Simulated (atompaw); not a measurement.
# u(r) = r·R(r): atom against pseudo-atom (phosphorus (P))

Columns: radius, all-electron u(r) and pseudo u(r) of the 3p shell (level -5.80 eV) of phosphorus in the configuration [Ne] 3s1.5 3p3.5; PBE, scalar-relativistic, PAW (atompaw) scheme, atompaw 4.2.0.5.

| r (bohr) | all-electron | pseudo |
| --- | --- | --- |
| 0.071 | -0.0821 | 0.0033 |
| 0.142 | -0.1992 | 0.0131 |
| 0.213 | -0.2755 | 0.0292 |
| 0.285 | -0.3006 | 0.0516 |
| 0.356 | -0.2820 | 0.0791 |
| 0.427 | -0.2327 | 0.1114 |
| 0.498 | -0.1638 | 0.1477 |
| 0.569 | -0.0841 | 0.1872 |
| 0.640 | 0.0003 | 0.2291 |
| 0.712 | 0.0859 | 0.2732 |
| 0.783 | 0.1673 | 0.3174 |
| 0.854 | 0.2439 | 0.3613 |
| 0.925 | 0.3144 | 0.4044 |
| 0.996 | 0.3783 | 0.4458 |
| 1.067 | 0.4355 | 0.4850 |
| 1.138 | 0.4861 | 0.5213 |
| 1.210 | 0.5308 | 0.5549 |
| 1.281 | 0.5686 | 0.5845 |
| 1.352 | 0.6003 | 0.6103 |
| 1.423 | 0.6263 | 0.6322 |
| 1.494 | 0.6470 | 0.6501 |
| 1.565 | 0.6627 | 0.6642 |
| 1.637 | 0.6742 | 0.6747 |
| 1.708 | 0.6814 | 0.6815 |
| 1.779 | 0.6850 | 0.6850 |
| 1.850 | 0.6854 | 0.6854 |

**Question.** How many radial nodes do the two functions have?

**Answer.** The all-electron 3p function has n − l − 1 = 1; the pseudo-wave has 0, since the states of the same l below it are removed with the core.

**Question.** Is the pseudo-wave norm-conserving?

**Answer.** No, it belongs to a PAW set: the norm inside the radius is not constrained, and the difference is carried by the augmentation charge.
